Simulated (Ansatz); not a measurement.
This triplet is an excited state, 1.63 eV above the relaxed singlet at the level frozen-core CCSD(T)/cc-pVTZ // B3LYP-D3(BJ)/def2-TZVP (Ansatz, a program for electronic structure).

Species: CH₃ClSi, SMILES `C[Si]Cl` (excited triplet) (charge 0, multiplicity 3).

### Question
Give a relaxed geometry from B3LYP-D3(BJ)/def2-TZVP (Ansatz).

### Answer
the end point of this relaxation (outside a Z-matrix the atoms follow the SMILES, hydrogens last).
Cartesian coordinates (Å) in one orientation:
```xyz
6

C     -0.676     0.045    -0.012
Si     0.977    -0.771    -0.486
Cl     2.677     0.146     0.279
H     -0.793     0.035     1.072
H     -1.485    -0.525    -0.469
H     -0.700     1.070    -0.384
```
